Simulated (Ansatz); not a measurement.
Consider the ligand exchange at the Si–Cl bond: `CC(=O)O[SiH2]Cl` + CH₃OH → `CO[SiH2]OC(C)=O` + HCl.

Calculated with Ansatz (gas phase, PBE0-D4/def2-TZVP geometries, no zero-point term in ΔE). CBS: MP2 limit from def2 TZ/QZ plus the TZ coupled-cluster correction, frozen cores. This one scheme is used for every species. DFT in def2-TZVPP. B3LYP here is the variant with VWN-RPA as its local correlation; programs differ in this. One conformer a species, not always the lowest.

```
             level  ΔE (kcal/mol)  difference from CCSD(T)/CBS
            PBE-D4            0.2                          1.8
         r2SCAN-D4           -1.1                          0.5
           PBE0-D4            0.0                          1.6
           ωB97X-V           -1.5                          0.1
           ωB97M-V           -1.4                          0.2
            B2PLYP           -1.9                         -0.3
               PBE            0.7                          2.3
            r2SCAN           -0.9                          0.7
              PBE0            0.4                          2.0
             B3LYP           -1.6                          0.0
     HF/def2-TZVPP           -2.6                         -1.0
SCS-MP2/def2-TZVPP           -2.4                         -0.8
   CCSD/def2-TZVPP           -2.7                         -1.1
     HF/def2-QZVPP           -2.9                         -1.3
    MP2/def2-QZVPP           -1.4                          0.2
SCS-MP2/def2-QZVPP           -1.9                         -0.3
       CCSD(T)/CBS           -1.6                            0
```

Largest T1 diagnostic among the species: 0.014.
